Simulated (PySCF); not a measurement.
Telling isomers of C₇H₉NO₂ apart by NMR

[PySCF 2.14: structure optimised with GFN2-xTB; PBE0/pcSseg-1 with gauge-including orbitals; equivalent nuclei averaged; no solvent model; a single conformation; non-relativistic Hamiltonian]

Chemical shifts δ = σref − σ; ¹H (σref 31.72), ¹³C (σref 186.93) against TMS, all at this level. Where no couplings were computed, multiplicities follow the n + 1 count of equivalent neighbours, and m marks all less simple cases (inequivalent or close neighbours, rings, F or P nearby). Shifts are as computed. Against solution values, carbons near 30 ppm lie about +3 ppm off and those near 130 ppm about +5 ppm. Of 1211 compounds with measured shifts, 218 miss one by over three times the rms of a fit or turn the order of signals round; such compounds aren't used in these exercises. Groups on amide-type nitrogens are kept apart (slow C–N rotation).

(1) Tabulate the signals of `CO[C@H]1CCC(C#N)=CO1`, `CN(C)C(=O)[C@H]1C=CC1=O` and their relative energies.

(2) What is the quickest way to tell CO[C@H]1CCC(C#N)=CO1 from CN(C)C(=O)[C@H]1C=CC1=O?

Results:

(1) 
```json
{"SMILES": "CO[C@H]1CCC(C#N)=CO1", "carbon types": "2×C 2×CH 2×CH2 1×CH3", "δC": "162.4, 122.9, 100.7, 94.3, 57.8, 28.9, 21.5", "δH": "7.17 (s, 1H), 5.09 (m, 1H), 3.72 (s, 3H), 2.64 (m, 1H), 1.98 (m, 1H), 1.86 (m, 1H), 1.51 (m, 1H)", "E rel. (kcal/mol)": "0.0"}
{"SMILES": "CN(C)C(=O)[C@H]1C=CC1=O", "carbon types": "2×C 3×CH 2×CH3", "δC": "188.4, 175.5, 171.0, 150.4, 70.6, 36.7, 35.4", "δH": "8.67 (m, 1H), 6.42 (d, 1H), 4.54 (m, 1H), 3.27 (s, 3H), 3.12 (s, 3H)", "E rel. (kcal/mol)": "2.5"}
```

Energies are electronic energies at PBE0/pcSseg-1 on these geometries, without zero-point or thermal terms, each for the one conformer computed, which needn't be the lowest.

(2) Both give the same number of carbon signals, but DEPT or the intensities differ. The first has a β carbon of an enol-ether or enamine type C=C (C) at 94.3 ppm, the second a ketone carbonyl carbon (C) at 188.4 ppm. Their most deshielded carbons lie at 162.4 and 188.4 ppm. In the proton spectra the most deshielded non-exchanging signals are 7.17 (s, 1H) and 8.67 (m, 1H).
